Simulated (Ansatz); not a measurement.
Ansatz results at the PBE0-D4/def2-TZVP geometry: LUMO energy (ωB97M-V/def2-TZVPP) 1.80 eV; HOMO energy (ωB97M-V/def2-TZVPP) -11.56 eV; HOMO energy (B3LYP/def2-TZVPP) -9.02 eV.

Each molecule was computed in one conformer, which needn't be the lowest.

**Question.** Which molecule gave them?
A. `N[SiH](O)Br`
B. `O[Si](Cl)(Cl)Cl`
C. `CC[Si](F)(F)F`
D. `C[SiH2][Se]C`

**Answer.** B. The others give `N[SiH](O)Br`: 2.11, -10.36, -7.74; `C[SiH2][Se]C`: 1.90, -8.62, -6.23; `CC[Si](F)(F)F`: 2.27, -11.78, -9.30.

B3LYP here is the variant with VWN-RPA as its local correlation; programs differ in this.
